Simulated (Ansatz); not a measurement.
```yaml
crystal:
  periodic: [false, false, false]
  atoms:
    - {symbol: B, position_ang: [0.324861, 0.796695, -1.499507]}
    - {symbol: S, position_ang: [0.435193, 0.659455, 0.424503]}
    - {symbol: C, position_ang: [0.980579, -1.096981, 0.634780]}
    - {symbol: C, position_ang: [-1.364251, 0.428613, 0.841494]}
    - {symbol: H, position_ang: [0.493592, -1.690879, 0.137001]}
    - {symbol: H, position_ang: [0.721057, -1.230326, 1.733608]}
    - {symbol: H, position_ang: [2.130422, -0.960732, 0.470038]}
    - {symbol: H, position_ang: [-1.662277, -0.467739, 0.072154]}
    - {symbol: H, position_ang: [-1.521451, 0.125678, 1.750325]}
    - {symbol: H, position_ang: [-1.862269, 1.380136, 0.496647]}
    - {symbol: H, position_ang: [1.667633, 0.711737, -1.623163]}
    - {symbol: H, position_ang: [-0.133781, 1.774459, -1.827720]}
    - {symbol: H, position_ang: [-0.185482, -0.189661, -1.980221]}
basis:
  gaussian: {orbitals: STO-3G, final_grid: {core_spheres: 5, valence_spheres: 4, degree: 11}}
hamiltonian: {xc: {name: wPBEh}}
scf: {lower_state_search: light}
output: {forces: true}
```

```sh
$ ansatz run in.yaml --threads 4 --pin off --events-out ev --progress --plain --max-ram 3916MiB
```

Output, abridged:

```
Functional definition: wPBEh
433 factors; integrals over basis functions are off by at most 4.2e-5 eV
83 factors; integrals over basis functions are off by at most 1.9e-7 eV
mean field evaluation 1: about -13568.7017 eV, gradient 1.7e1 eV
mean field evaluation 2: about -13569.3945 eV, gradient 1.2e1 eV
mean field evaluation 4: about -13569.9868 eV, gradient 8.0e-1 eV
mean field evaluation 8: about -13569.8995 eV, gradient 1.9e-2 eV
mean field -13569.89947411 eV, -498.6846076654 hartree, gradient 5.0e-5 eV, S^2 0.000000; 0 other end points of the search recorded, 0 dependent functions left out
reference -13569.89953605 eV, -498.6846099415 hartree; 21, 21 occupied and 12, 12 virtual orbitals, 433 factors
Total energy: -13569.89953605 eV, -498.6846099415 hartree
Atom 0 at     0.324861     0.796695    -1.499507 Å, force     4.709823    -2.600091    -0.819270 eV/Å
Atom 1 at     0.435193     0.659455     0.424503 Å, force    -1.611369    -0.292986     0.001307 eV/Å
Atom 2 at     0.980579    -1.096981     0.634780 Å, force     7.863315    10.737505     9.053983 eV/Å
Atom 3 at    -1.364251     0.428613     0.841494 Å, force     1.168814    -0.065901   -10.784615 eV/Å
Atom 4 at     0.493592    -1.690879     0.137001 Å, force    -6.078212    -8.275229    -7.571630 eV/Å
Atom 5 at     0.721057    -1.230326     1.733608 Å, force     1.014150    -0.651685    -1.175841 eV/Å
Atom 6 at     2.130422    -0.960732     0.470038 Å, force    -2.546506    -1.413590     0.205556 eV/Å
Atom 7 at    -1.662277    -0.467739     0.072154 Å, force     0.261534     2.815583     2.440575 eV/Å
Atom 8 at    -1.521451     0.125678     1.750325 Å, force    -1.289081    -1.703748     7.199355 eV/Å
Atom 9 at    -1.862269     1.380136     0.496647 Å, force     0.220555    -1.175729     0.869303 eV/Å
Atom 10 at     1.667633     0.711737    -1.623163 Å, force    -3.530141     0.481206    -0.319562 eV/Å
Atom 11 at    -0.133781     1.774459    -1.827720 Å, force    -0.473090     1.300977     0.002197 eV/Å
Atom 12 at    -0.185482    -0.189661    -1.980221 Å, force     0.290208     0.843688     0.898642 eV/Å
Dipole moment:    -0.204020    -0.356767     1.040357 e Å
```

Hardware: 4 threads of Arm Neoverse V2 on a shared host. Wall time 0.4 s.
